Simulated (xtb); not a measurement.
BiCl3, charge +1, doublet, from a rough starting geometry (GFN-xTB shapes and energies of metal compounds can be far from the true ones) (a state made from the parent by changing its charge; the spin is typed, not shown lowest); GFN2-xTB (xtb).

Input for xtb:
```
$ xtb mol.xyz --gfn 2 --chrg 1 --uhf 1 --opt vtight --json

# file mol.xyz
4

Bi     0.03954291    -0.01550545     0.95840442
Cl    -1.83950023    -1.04409785    -0.34856177
Cl     0.02567739     2.11021839    -0.30743854
Cl     1.73845111    -1.15759211    -0.28310836
```

What the program printed (banner, timings and long lists left out):

```
   ID    Z sym.   atoms
    1   83 Bi     1
    2   17 Cl     2-4

           -------------------------------------------------
          |                Calculation Setup                |
           -------------------------------------------------

           -------------------------------------------------
          |                 G F N 2 - x T B                 |
           -------------------------------------------------

          ...................................................
          :                      SETUP                      :
          :.................................................:
          :  # basis functions                  34          :
          :  # atomic orbitals                  31          :
          :  # shells                           11          :
          :  # electrons                        25          :
          :  max. iterations                   250          :
          :  Hamiltonian                  GFN2-xTB          :
          :  restarted?                      false          :
          :  GBSA solvation                  false          :
          :  PC potential                    false          :
          :  electronic temp.          300.0000000     K    :
          :  accuracy                    1.0000000          :
          :  -> integral cutoff          0.2500000E+02      :
          :  -> integral neglect         0.1000000E-07      :
          :  -> SCF convergence          0.1000000E-05 Eh   :
          :  -> wf. convergence          0.1000000E-03 e    :
          :  Broyden damping             0.4000000          :
          :  net charge                          1          :
          :  unpaired electrons                  1          :
          ...................................................

 iter      E             dE          RMSdq      gap      omega  full diag
   1    -15.3682714 -0.153683E+02  0.950E+00    3.87       0.0  T
   2    -15.5066318 -0.138360E+00  0.844E+00    5.65       1.0  T
   3    -15.5518857 -0.452539E-01  0.552E+00    5.33       1.0  T
   4    -15.5328043  0.190815E-01  0.528E+00    5.33       1.0  T
   5    -15.5700163 -0.372121E-01  0.404E+00    5.26       1.0  T
   6    -15.5363701  0.336462E-01  0.459E+00    5.23       1.0  T
   7    -15.5686295 -0.322593E-01  0.287E+00    5.33       1.0  T
   8    -15.5792864 -0.106570E-01  0.186E+00    5.32       1.0  T
   9    -15.5835644 -0.427798E-02  0.122E+00    5.33       1.0  T
  10    -15.5845515 -0.987079E-03  0.999E-01    5.33       1.0  T
  11    -15.5864669 -0.191543E-02  0.322E-01    5.32       1.0  T
  12    -15.5864513  0.155941E-04  0.257E-01    5.33       1.0  T
  13    -15.5865151 -0.637765E-04  0.183E-01    5.33       1.0  T
  14    -15.5865345 -0.194025E-04  0.152E-01    5.34       1.0  T
  15    -15.5865469 -0.124200E-04  0.135E-01    5.34       1.0  T
  16    -15.5865718 -0.249152E-04  0.664E-02    5.34       1.0  T
  17    -15.5865795 -0.769254E-05  0.242E-02    5.34       2.1  T
  18    -15.5865799 -0.402523E-06  0.185E-02    5.34       2.7  T
  19    -15.5865803 -0.401281E-06  0.124E-02    5.34       4.0  T
  20    -15.5865806 -0.233632E-06  0.522E-03    5.34       9.6  T
  21    -15.5865806 -0.345737E-07  0.246E-03    5.34      20.3  T
  22    -15.5865806 -0.119852E-08  0.161E-03    5.34      31.0  T
  23    -15.5865806 -0.279847E-09  0.129E-03    5.34      38.9  T
  24    -15.5865806 -0.315479E-08  0.627E-04    5.34      79.8  T
  25    -15.5865806 -0.781840E-09  0.980E-05    5.34     510.1  T

   *** convergence criteria satisfied after 25 iterations ***

         :::::::::::::::::::::::::::::::::::::::::::::::::::::
         ::                     SUMMARY                     ::
         :::::::::::::::::::::::::::::::::::::::::::::::::::::
         :: total energy             -15.584068867331 Eh    ::
         :: gradient norm              0.028158765650 Eh/a0 ::
         :: HOMO-LUMO gap              5.335863517528 eV    ::
         ::.................................................::
         :: SCC energy               -15.586578942151 Eh    ::
         :: -> isotropic ES            0.169175846694 Eh    ::
         :: -> anisotropic ES         -0.000776679623 Eh    ::
         :: -> anisotropic XC         -0.000585613962 Eh    ::
         :: -> dispersion             -0.004438541955 Eh    ::
         :: repulsion energy           0.002510074819 Eh    ::
         :: add. restraining           0.000000000000 Eh    ::
         :: total charge               1.000000000001 e     ::
         :::::::::::::::::::::::::::::::::::::::::::::::::::::

      -----------------------------------------------------------
     |                   =====================                   |
     |                        A N C O P T                        |
     |                   =====================                   |
     |               Approximate Normal Coordinate               |
     |                Rational Function Optimizer                |
      -----------------------------------------------------------
      -----------------------------------------------------------
     |                   =====================                   |
     |                        A N C O P T                        |
     |                   =====================                   |
     |               Approximate Normal Coordinate               |
     |                Rational Function Optimizer                |
      -----------------------------------------------------------

          ...................................................
          :                      SETUP                      :
          :.................................................:
          :   optimization level         verytight          :
          :   max. optcycles                   200          :
          :   ANC micro-cycles                  20          :
          :   degrees of freedom                 6          :
[...]
 * total energy  :   -15.5840689 Eh     change       -0.1022116E-10 Eh
 * total energy  :   -15.5834511 Eh     change        0.6177429E-03 Eh
 * total energy  :   -15.5858992 Eh     change       -0.2448089E-02 Eh
 * total energy  :   -15.5856818 Eh     change        0.2174180E-03 Eh
 * total energy  :   -15.5863713 Eh     change       -0.6895022E-03 Eh
 * total energy  :   -15.5863513 Eh     change        0.2004731E-04 Eh
 * total energy  :   -15.5863760 Eh     change       -0.2471446E-04 Eh
 * total energy  :   -15.5863781 Eh     change       -0.2107144E-05 Eh
 * total energy  :   -15.5863788 Eh     change       -0.7722323E-06 Eh
 * total energy  :   -15.5863788 Eh     change       -0.3645832E-08 Eh
   *** GEOMETRY OPTIMIZATION CONVERGED AFTER 10 ITERATIONS ***
[...]
          :  Broyden damping             0.4000000          :
          :  net charge                          1          :
          :  unpaired electrons                  1          :
          ...................................................

 iter      E             dE          RMSdq      gap      omega  full diag
   1    -15.5878883 -0.155879E+02  0.527E-04    5.19       0.0  T
   2    -15.5878882  0.996303E-07  0.578E-03    5.19       8.7  T
   3    -15.5878883 -0.100052E-06  0.343E-04    5.19     145.7  T
   4    -15.5878883 -0.174225E-09  0.215E-04    5.19     232.3  T

   *** convergence criteria satisfied after 4 iterations ***

         :::::::::::::::::::::::::::::::::::::::::::::::::::::
         ::                     SUMMARY                     ::
         :::::::::::::::::::::::::::::::::::::::::::::::::::::
         :: total energy             -15.586378848062 Eh    ::
         :: gradient norm              0.000035020564 Eh/a0 ::
         :: HOMO-LUMO gap              5.189569139556 eV    ::
         ::.................................................::
         :: SCC energy               -15.587886644463 Eh    ::
         :: -> isotropic ES            0.167939204269 Eh    ::
         :: -> anisotropic ES         -0.002290403414 Eh    ::
         :: -> anisotropic XC         -0.002003610353 Eh    ::
         :: -> dispersion             -0.004446480252 Eh    ::
         :: repulsion energy           0.001507796402 Eh    ::
         :: add. restraining           0.000000000000 Eh    ::
         :: total charge               1.000000000000 e     ::
         :::::::::::::::::::::::::::::::::::::::::::::::::::::

           -------------------------------------------------
          |                Property Printout                |
           -------------------------------------------------

    * Orbital Energies and Occupations

         #    Occupation            Energy/Eh            Energy/eV
      -------------------------------------------------------------
         1        2.0000           -1.3490261             -36.7089
         2        2.0000           -1.2474192             -33.9440
         3        2.0000           -1.2474177             -33.9440
         4        2.0000           -1.2302224             -33.4761
         5        2.0000           -0.6959097             -18.9367
         6        2.0000           -0.6959059             -18.9366
         7        2.0000           -0.6810999             -18.5337
         8        1.9969           -0.6430280             -17.4977
         9        1.9969           -0.6430277             -17.4977
        10        1.8862           -0.6395078             -17.4019
        11        1.8862           -0.6395073             -17.4019
        12        1.8358           -0.6391032             -17.3909
        13        1.3981           -0.6371647             -17.3381 (HOMO)
        14                         -0.4464516             -12.1486 (LUMO)
        15                         -0.4464160             -12.1476
        16                         -0.4331745             -11.7873
        17                         -0.1948673              -5.3026
        18                         -0.1948666              -5.3026
        19                         -0.1946781              -5.2975
        20                         -0.1946780              -5.2975
        21                         -0.1942795              -5.2866
        22                         -0.1924045              -5.2356
        23                         -0.1910384              -5.1984
        24                         -0.1910332              -5.1983
       ...                                ...                  ...
        31                         -0.1586506              -4.3171
      -------------------------------------------------------------
                  HL-Gap            0.1907132 Eh            5.1896 eV
             Fermi-level           -0.5896828 Eh          -16.0461 eV

     #   Z          covCN         q      C6AA      α(0)
     1  83 Bi       2.425     0.964   431.960    39.920
     2  17 Cl       0.808     0.012    98.737    15.201
     3  17 Cl       0.808     0.012    98.738    15.201
     4  17 Cl       0.808     0.012    98.737    15.201

 Mol. C6AA /au·bohr⁶  :       2536.497032
 Mol. C8AA /au·bohr⁸  :     188925.547372
 Mol. α(0) /au        :         85.522591

Wiberg/Mayer (AO) data.
largest (>0.10) Wiberg bond orders for each atom

 ---------------------------------------------------------------------------
     #   Z sym  total        # sym  WBO       # sym  WBO       # sym  WBO
 ---------------------------------------------------------------------------
     1  83 Bi   2.663 --     3 Cl   0.888     4 Cl   0.888     2 Cl   0.888
     2  17 Cl   1.067 --     1 Bi   0.888
     3  17 Cl   1.067 --     1 Bi   0.888
     4  17 Cl   1.067 --     1 Bi   0.888
 ---------------------------------------------------------------------------

Topologies differ in total number of bonds
Writing topology from bond orders to xtbtopo.mol

molecular dipole:
                 x           y           z       tot (Debye)
 q only:       -0.032      -0.053       1.864
   full:       -0.032      -0.053       1.814       4.613
molecular quadrupole (traceless):
                xx          xy          yy          xz          yz          zz
 q only:       -1.714       0.003      -1.712      -0.089      -0.148       3.426
  q+dip:       -1.760       0.003      -1.759      -0.089      -0.143       3.519
   full:       -1.825       0.003      -1.824      -0.090      -0.144       3.649

optimized geometry written to: xtbopt.xyz

           -------------------------------------------------
          | TOTAL ENERGY              -15.586378848062 Eh   |
          | GRADIENT NORM               0.000035020564 Eh/α |
          | HOMO-LUMO GAP               5.189569139556 eV   |
           -------------------------------------------------

normal termination of xtb
```
